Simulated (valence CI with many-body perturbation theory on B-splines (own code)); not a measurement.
Pr⁸⁺: what each term of the Hamiltonian does

Calculated by valence CI with perturbative core correlation (CI+MBPT): five valence electrons over a frozen Dirac-Fock core [Kr] 4d10, radial functions for each j: 7 s, 7 p, 7 d, 7 f, 4 g, 2 h, with the one-electron correlation potential Σ1, the two-electron term Σ2, the three-electron term Σ3, Breit, model QED; selected CI, second order for the rest (own B-spline code, finite nucleus).

No measured spectrum was set against this ion. As an estimate, terms of the open shell hold to a few per cent of their energy, and close levels can change places; configurations with another count of f electrons can be misplaced by thousands of cm⁻¹. Core correlation moves these levels by up to 52000 cm⁻¹, and in measured spectra 5 to 20 % of such shifts remained as error; rates that hang on mixing are uncertain with them. Among the levels kept, up to 980 cm⁻¹ of a level comes from second order outside the variational space, and about a tenth of that is noise between levels of different J, which matters for small intervals. The lowest computed level is not the ground level that NIST lists (°, for many ions itself from theory). Only levels of the ground parity were solved; by the run's estimate the other parity begins above the list, which can be wrong where configurations are misplaced.

Each rung adds one term. CI alone is the Dirac-Coulomb CI over the frozen core; QED comes last and gives the full result, which names the levels. Energies are above (5s^2 5p1/2^2 5p3/2) J=3/2 on the same rung, in cm⁻¹. A blank means that the level has no clear partner on that rung.

Levels are named by their leading jj configuration (3d3/2^4 stands for four electrons in 3d with j = 3/2), which in mixed levels can hold well under half, so a name can repeat and another be missing. Letters in brackets count levels of one name in rising energy.

| Level | CI alone | + Σ1 | + Σ2 | + Σ3 | + Breit | Full |
| --- | --- | --- | --- | --- | --- | --- |
| (4f5/2 5s^2 5p1/2^2) J=5/2 |  |  | 17520 | 17501 | 16349 | 16154 |
| (4f7/2 5s^2 5p1/2^2) J=7/2 | 46973 | 39892 | 24556 | 24210 | 22746 | 22551 |
| (5s^2 5p1/2 5p3/2^2) J=3/2 | 25138 | 25561 | 24775 | 25182 | 24710 | 24736 |
| (5s^2 5p1/2 5p3/2^2) J=5/2 |  |  | 31839 | 32270 | 31400 | 31357 |
| (4f5/2 5s^2 5p1/2 5p3/2) J=7/2 [a] | 64542 | 57945 | 43034 | 43105 | 41504 | 41340 |
| (4f5/2 5s^2 5p1/2 5p3/2) J=5/2 [a] | 65984 | 59808 | 46575 | 46247 | 44909 | 44791 |
| (4f7/2 5s^2 5p1/2 5p3/2) J=7/2 [a] | 67986 | 61606 | 46792 | 46843 | 45068 | 44917 |
| (4f7/2 5s^2 5p1/2 5p3/2) J=9/2 [a] | 69145 | 62854 | 48346 | 48011 | 46219 | 46071 |
| (4f5/2 5s^2 5p1/2 5p3/2) J=3/2 [a] |  | 62936 | 48624 | 48249 | 46739 | 46589 |
| (5s^2 5p1/2 5p3/2^2) J=1/2 | 50635 | 51243 | 48611 | 48805 | 48125 | 48109 |
| (4f7/2 5s^2 5p1/2 5p3/2) J=5/2 [a] | 71760 | 65525 | 50501 | 50562 | 48794 | 48658 |
| (4f7/2 5s^2 5p1/2 5p3/2) J=9/2 [b] | 73373 | 67048 | 51756 | 51698 | 49932 | 49778 |
| (4f5/2 5s^2 5p1/2 5p3/2) J=5/2 [b] | 77249 | 70742 | 55461 | 55286 | 53731 | 53578 |
| (4f5/2 5s^2 5p1/2 5p3/2) J=3/2 [b] |  | 70278 | 55676 | 55571 | 53957 | 53808 |
| (4f7/2 5s^2 5p1/2 5p3/2) J=7/2 [b] | 77800 | 71433 | 55965 | 55799 | 54005 | 53851 |
| (4f7/2 5s^2 5p1/2 5p3/2) J=11/2 | 77288 | 71183 | 56543 | 56098 | 54196 | 54060 |
| (4f5/2 5s^2 5p1/2 5p3/2) J=1/2 | 78801 | 72581 | 58728 | 58557 | 57176 | 57079 |
| (4f5/2 5s^2 5p1/2 5p3/2) J=7/2 [b] | 82894 | 76327 | 61167 | 60594 | 58880 | 58714 |
| (4f7/2 5s^2 5p1/2 5p3/2) J=9/2 [c] | 83571 | 77125 | 62115 | 61537 | 59748 | 59586 |

(1) How does the ionisation energy move along the ladder, and which term matters most?

Results:

(1) CI alone 126.30, + Σ1 127.76, + Σ2 127.29, + Σ3 127.20, + Breit 127.16, + QED 127.16 eV. The largest step is Σ1, 1.45 eV. NIST lists 131 ± 7 eV (theoretical).
